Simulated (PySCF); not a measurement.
F3HSeSi. Atoms are numbered in the order given.

```xyz
6

F     -0.7337    -1.4533    -1.2799
Si     0.0039    -0.8268     0.0000
F     -0.7337    -1.4533     1.2799
F      1.5261    -1.3292     0.0000
Se     0.0255     1.4186     0.0000
H     -1.4510     1.4643     0.0000
```

The structure is a stationary point at B3LYP-D3(BJ)/def2-SVP. This is a generated structure with no PubChem entry under its InChIKey; it may be hypothetical. The values are those of a single conformer.

Level of theory: TDA-PBE0/def2-SVPD in PySCF 2.14.0.

Vertical excitations.  State labels are in the subgroup Cs.

Problem. Estimate the UV-visible absorptions. (Estimate from the structure and the level; the computed values follow.)

Solution. 
```tsv
state	symmetry	energy (eV)	λ (nm)	f	main pairs
S1	A"	5.66	219	0.000	HOMO→LUMO 78 %, HOMO→LUMO+1 21 %
S2	A"	6.11	203	0.048	HOMO→LUMO+1 78 %, HOMO→LUMO 22 %
S3	A"	7.29	170	0.000	HOMO→LUMO+2 94 %
S4	A'	7.82	159	0.017	HOMO→LUMO+4 66 %, HOMO−1→LUMO+1 15 %, HOMO−1→LUMO 15 %
S5	A"	7.93	156	0.000	HOMO→LUMO+3 97 %
S6	A"	8.17	152	0.006	HOMO→LUMO+5 92 %
S7	A'	8.29	150	0.057	HOMO−1→LUMO 65 %, HOMO−1→LUMO+1 21 %
S8	A'	8.49	146	0.019	HOMO→LUMO+6 87 %
S9	A"	8.77	141	0.181	HOMO→LUMO+7 92 %
S10	A'	9.25	134	0.491	HOMO−1→LUMO+1 50 %, HOMO→LUMO+4 18 %
T1	A"	5.16	240	0	HOMO→LUMO 81 %, HOMO→LUMO+1 18 %
T2	A"	5.60	221	0	HOMO→LUMO+1 78 %, HOMO→LUMO 17 %
T3	A'	6.92	179	0	HOMO→LUMO+4 38 %, HOMO−1→LUMO+1 28 %, HOMO−1→LUMO 28 %
T4	A"	7.09	175	0	HOMO→LUMO+2 93 %
```
Triplets are in the Tamm–Dancoff approximation.
